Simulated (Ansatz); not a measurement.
OsSO₃⁺, that is OsO3S with one electron fewer, relaxed as a doublet with UKS r2SCAN-D4/def2-SVP in Ansatz, starting from the r2SCAN-D4/def2-SVP geometry of the neutral singlet. Force threshold 0.02 eV/Å.

In the def2 sets Os takes a core potential; there is no spin–orbit coupling.

Start:

Cartesian coordinates in Å:
```
Os -0.0047 0.0429 -0.0777
O -1.6448 0.1561 -0.5537
O 0.6579 1.6100 0.1073
O 0.8837 -0.8304 -1.2514
S 0.1079 -0.9786 1.7755
```

```
step  energy (eV)  largest force component (eV/Å)  SCF passes
   1  -19423.9578                           3.194         201
   2  -19424.1235                           0.652          84
   3  -19424.1388                           0.231          77
   4  -19424.1397                           0.027          69
   5  -19424.1397                           0.004         122
```

Force components are those of the run's own axes.

End:

Cartesian coordinates in Å:
```
Os -0.0141 0.0546 -0.1283
O -1.6365 0.1459 -0.5992
O 0.6626 1.5850 0.1592
O 0.8517 -0.8247 -1.2857
S 0.1363 -0.9609 1.8540
```

By distances, no bond broke or formed. The bond that changes most is Os1–S5, from 2.12 to 2.23 Å (atoms count from 1).

No frequencies were taken in this run, so the end may be a saddle point.

It took 47 s on 4 threads of Intel Xeon Platinum 8259CL on a shared host.
